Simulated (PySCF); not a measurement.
# Electron correlation in Tb⁺ (terbium, charge +1)

[Xe] 4f9 6s1, one real determinant. Computed with PySCF 2.14 in x2c-TZVPPall with one added diffuse shell each of s, p, d, f type (12s8p8d5f2g, 129 functions), with the spin-free X2C one-electron Hamiltonian (Gaussian nucleus). Frozen: [Kr] 4d10; 18 electrons correlated.

MP2 pair energies summed by pair of shells (mhartree):

```json
{"pair": "4f-4f", "energy": "-266.38", "share (%)": "38.7"}
{"pair": "4f-5p", "energy": "-191.81", "share (%)": "27.8"}
{"pair": "5p-5p", "energy": "-120.64", "share (%)": "17.5"}
{"pair": "4f-5s", "energy": "-41.81", "share (%)": "6.1"}
{"pair": "5s-5p", "energy": "-32.53", "share (%)": "4.7"}
{"pair": "5p-6s", "energy": "-19.46", "share (%)": "2.8"}
{"pair": "4f-6s", "energy": "-9.40", "share (%)": "1.4"}
{"pair": "5s-5s", "energy": "-6.04", "share (%)": "0.9"}
{"pair": "5s-6s", "energy": "-1.03", "share (%)": "0.2"}
```

Total MP2 correlation energy: -689.11 mhartree.

Same-spin part -289.77 and opposite-spin part -399.34 mhartree; SCS-MP2 scales them by 1/3 and 6/5 to -575.80 mhartree.

The reference is one real determinant that mixes LS terms of this configuration.
